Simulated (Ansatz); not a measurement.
Reactions of `C[CH](C)[In]([NH2])[NH2]`.

Program: Ansatz. Geometries: PBE0-D4/def2-TZVP. ΔE: electronic, gas phase. CCSD(T)/CBS is the MP2 limit (def2-TZVPP, def2-QZVPP) plus CCSD(T) − MP2 in def2-TZVPP, frozen cores. Functionals use def2-TZVPP. def2 core potentials past Kr. For In, Mg outer-core shells are correlated without core-valence functions, which leaves a few kJ/mol of doubt a bond. Each species was taken in one conformer, which may not be the lowest.

```csv
reaction,r2SCAN-D4 (kJ/mol),B97M-V (kJ/mol),CCSD/CBS(def2) (kJ/mol)
`C[CH](C)[In]([NH2])[NH2]` + `CO[SiH3]` → `C[O][In]([NH2])[NH2]` + `CC(C)[SiH3]`,41,37,49
`C[CH](C)[In]([NH2])[NH2]` + `[OH][InH2]` → `CC(C)[O][InH2]` + `[NH2][InH][NH2]`,26,13,37
`C[CH](C)[In]([NH2])[NH2]` + `CC[SiH](N)[SiH3]` → `C[CH2][In]([NH2])[CH](C)C` + `N[SiH](N)[SiH3]`,-27,-26,-26
`C[CH](C)[In]([NH2])[NH2]` + `C[N](C)[Mg][OH]` → `C[N](C)[In]([NH2])[NH2]` + `C[CH](C)[Mg][OH]`,56,49,53
```

(1) Give the CCSD(T)/CBS values in the same order. (Estimate.)

Largest T1 diagnostic: 0.017, for `[OH][InH2]`.

Answers

(1) Ansatz gave: 47, 38, -25, 52 kJ/mol.
